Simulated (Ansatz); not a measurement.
**Relative stability**

Two relaxed structures of CH₃NTe, closed shell (PBE0-D4/def2-TZVP; forces vanish, vibrations not checked).

A:

```
6
angstrom
N -1.2286 0.2025 -0.6605
C -0.0166 -0.0692 -0.2427
Te 0.3262 0.5022 1.7500
H -1.4619 -0.0471 -1.6125
H -1.9894 0.6416 -0.1473
H 1.8796 -0.0575 1.6734
```

B:

| atom | x (Å) | y (Å) | z (Å) |
| --- | --- | --- | --- |
| N1 | 0.0426 | -0.1364 | -0.4555 |
| C2 | -0.1114 | -0.4750 | -1.5382 |
| Te3 | 0.2666 | 1.5143 | 2.4090 |
| H4 | 0.5611 | 1.8394 | 4.0115 |
| H5 | -0.2550 | -0.7912 | -2.5491 |
| H6 | 0.7503 | -0.0508 | 2.6253 |

Computed with Ansatz 0.2.0 (basis: def2-TZVPP); correlated methods freeze the cores. Filled d shells of the heavier atoms are correlated. Core potentials replace the inner electrons of the atoms past krypton. The def2 sets are not built for correlating such inner shells, so the correlated values are less sure here. B3LYP uses VWN-RPA correlation.

(1) Which structure is lower at CCSD(T), and by how much? (To be estimated.)

No T1 diagnostic of these runs exceeds 0.017.

Answers

(1) Computed: B, by 1.081 eV (electronic energy, against the other). By their contacts, A is CH₃NTe ([NH2][C][TeH]) and B is a complex of HCN ([CH][N]) + H₂Te.

All methods give the same order:

```
   method  E(B) − E(A) (eV)
   PBE-D4            -0.645
r2SCAN-D4            -0.704
  PBE0-D4            -0.655
 B3LYP-D4            -0.879
  wB97M-V            -0.913
       HF            -1.188
      MP2            -1.190
     CCSD            -1.119
  CCSD(T)            -1.081
```

Labels in which every atom is bracketed show which atoms are joined, not bond orders.

For scale, one of the runs: CCSD(T)/def2-TZVPP, 154 basis functions, launched by `ansatz run in.yaml --threads 2 --pin off --events-out ev --progress --plain --max-ram 4352MiB`. Time: 42 s of wall clock on 2 CPU threads of an Arm Neoverse V2; the host was shared. Peak host memory: 1.2 GiB.
